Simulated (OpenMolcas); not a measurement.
Fe III: Racah parameters, worked from levels

```yaml
Program: OpenMolcas 26.06
Basis: ANO-R3 [7s5p5d3f2g1h]
Scalar_Hamiltonian: X2C, finite nucleus
Active_space: 6 electrons in 5 orbitals (3d)
State_averaging: 2S+1 = 5 even, 5 roots; 2S+1 = 3 even, 45 roots; 2S+1 = 1 even, 50 roots
Spin-orbit_coupling: RASSI with atomic mean-field integrals over the reference wave functions, term energies averaged over their components
```

Methods: CASSCF; MS-CASPT2, IPEA 0.25 Eh, imaginary shift 0.1 Eh (closed shells correlated: 3s 3p). Measured levels: Corliss and Sugar, J. Phys. Chem. Ref. Data 11, 135 (1982).

**Racah parameters.** Above ⁵D, d6 has ³G at 9B + 4C, ³H at 4B + 4C and ³D at 16B + 4C. The first two fix B and C, and the third tests them; where it misses by thousands of cm-1, two parameters do not describe the configuration (Trees and configuration-interaction terms are left out) and B and C hang on the terms chosen. Term energies are centres of gravity, weighted by 2J + 1.

```csv
Source,³G,³H,B,C,C/B,"³D from B, C",³D found
CASSCF,28374,22342,1206,4379,3.63,36812,36551
MS-CASPT2,24134,19507,925,3951,4.27,30604,30137
measured,24415,19829,917,4040,4.41,30832,
```

Energies in cm-1. From CASSCF to MS-CASPT2, B changes by -23.3 % and C by -9.8 %. Against the measured terms, MS-CASPT2 has B off by +0.9 % and C by -2.2 %.

CASPT2 does not keep the components of a term degenerate, so their means are used; among the terms shown or strongly mixed into the levels shown the widest spread is 340 cm-1 (3d⁶ ³G, MS-CASPT2). Without dynamic correlation excited terms often stand tens of per cent too high (terms of higher spin than the ground term too low), and those without a measured partner can miss by more than the paired ones (holds for CASSCF). Measured partners are found by configuration, term and J. A level has none where our copy of the source lacks it or the pairing is in doubt (some pairs that miss far off the trend of their configuration count as doubtful), and it then counts in no deviation. Only configurations of the active space appear.
